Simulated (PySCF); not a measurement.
# I: excitation energy

I [Kr] 4d10 5s2 5p5 (2P) → I [Kr] 4d10 5s1 5p6 (2S), as a difference of total energies. All numbers are calculated (PySCF 2.14, the spin-free X2C one-electron Hamiltonian (Gaussian nucleus), in x2c-QZVPPall (13s9p7d4f1g, 112 functions)). Correlated levels: valence: [Kr] 4d10 frozen. The calculations carry no spin-orbit coupling.

```json
{"method": "UHF", "excitation energy (eV)": "12.728"}
{"method": "MP2 (valence)", "excitation energy (eV)": "10.949"}
{"method": "SCS-MP2 (valence)", "excitation energy (eV)": "10.751"}
{"method": "CCSD (valence)", "excitation energy (eV)": "9.753"}
{"method": "CCSD(T) (valence)", "excitation energy (eV)": "8.800"}
```

Question: How much does correlation contribute at CCSD(T) (valence)?

Answer: 8.800 − (12.728) = -3.928 eV, measured against UHF.

A first-order spin-orbit estimate (lowest level to lowest level, LS coupling) adds 0.297 eV.

The upper state lies above the first ionisation limit, where it may autoionise and the basis confines it.

The coupled-cluster amplitudes are large for the upper state (T1 above 0.03 or a double amplitude above 0.15), so a single reference is strained.
